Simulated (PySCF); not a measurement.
A structure optimised at PBE0-D3(BJ)/def2-SVP, used in a PySCF frequency run:

```
C
H 1 1.0972
H 1 1.0975 2 110.60
H 1 1.1004 2 109.58 3 120.84
Se 1 1.9459 2 110.14 4 116.54
S 5 2.2034 1 99.64 2 57.16
H 6 1.3549 5 98.03 1 88.46
```

Question: Write its SMILES and formula.

Answer: C[Se]S, CH₄SSe

Question: What are its rotational constants (standard atomic weights)?

Answer: 10.492, 3.6127, 2.7878 GHz
